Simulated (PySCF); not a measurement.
Species: C₆H₈F₂N₂Si.
Bonds: C1–C2 (double), C2–C3, C3–N4 (aromatic), N4–C5 (aromatic), C5–C6 (aromatic), C6–N7 (aromatic), N7–Si8, C2–C9, C9–F10, C9–F11, C3–N7 (aromatic). Hydrogens: H12, H13 on C1; H14 on C5; H15 on C6; H16, H17, H18 on Si8; H19 on C9.

The calculation used PBE0-D3(BJ)/def2-SVP geometry optimisation, gas phase (PySCF 2.14.0).

Problem. Give the optimised bond lengths and angles.

Solution. 
```tsv
bond	length (Å)	order
C1=C2	1.339	double
C2–C3	1.460	single
C3–N4	1.315	aromatic
N4–C5	1.361	aromatic
C5–C6	1.372	aromatic
C6–N7	1.383	aromatic
N7–Si8	1.787	single
C2–C9	1.508	single
C9–F10, C9–F11	1.352	single
C3–N7	1.380	aromatic
C1–H12	1.092	single
C1–H13	1.091	single
C5–H14	1.089	single
C6–H15	1.087	single
Si8–H16, Si8–H17, Si8–H18	1.487	single
C9–H19	1.102	single
```

Bonds in one row agree within 0.01 Å and their mean is given. Orders are formal, as drawn. A selection of angles:
```tsv
angle	degrees
C1–C2–C3	125.7
C1–C2–C9	121.1
C3–C2–C9	113.2
C2–C3–N4	123.0
C2–C3–N7	125.0
N4–C3–N7	112.0
C3–N4–C5	106.0
N4–C5–C6	110.1
C5–C6–N7	106.6
C6–N7–Si8	124.1
C3–N7–C6	105.3
C3–N7–Si8	130.1
C2–C9–F10	111.2
C2–C9–F11	109.3
F10–C9–F11	107.7
```

Dihedral angles: C1–C2–C3–N4 -148° (anticlinal); C1–C2–C9–F10 7° (synperiplanar). The mirror-image conformer, all signs reversed, is as good.

The 5-membered ring C3–N4–C5–C6–N7 has internal angles of 105.3° to 112.0°; it is planar, 0.00 Å rms from its mean plane, widest ring torsion 1°. Si8 (SiH3 silicon) is distorted tetrahedral (angles from 104.6° to 111.9°). The C–N distances run from 1.315 Å (C3–N4, aromatic) to 1.383 Å (C6–N7, aromatic), a spread of 0.068 Å. N7 (pyrrole-type nitrogen) is planar (angles 130.1°, 124.1° and 105.3°, sum 359.5°, 0.06 Å off the plane of its three neighbours). N4 (pyridine-type nitrogen) is bent (angle 106.0°). The C–C distances run from 1.339 Å (C1=C2, drawn double) to 1.508 Å (C2–C9, drawn single), a spread of 0.169 Å. Of the pairs four or more bonds apart, Si8···H12 is among the closest relative to their van der Waals radii: 2.79 Å, 84 % of the sum of Bondi's values.

Point group: C1 (no symmetry element, even within 0.4 Å). No frequency check. One conformer, not necessarily the lowest.
